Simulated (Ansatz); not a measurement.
H$_{5}$N$_{2}$OSi (`[NH][SiH](N)O`) radical, charge 0, multiplicity 2.

Question: Give a relaxed structure at PBE0-D4/def2-TZVP (Ansatz). (An estimate is asked.)

Answer: The calculation gave: 
```xyz
9

N    -0.573   -1.219   -0.944
Si   -0.319    0.280   -0.088
N     1.370    0.337    0.082
O    -1.238    0.173    1.271
H    -1.108   -1.173   -1.810
H    -0.761    1.555   -0.697
H     1.884    1.186    0.237
H     1.932   -0.491    0.182
H    -1.186   -0.647    1.767
```
This is one stationary point; other conformers may exist.
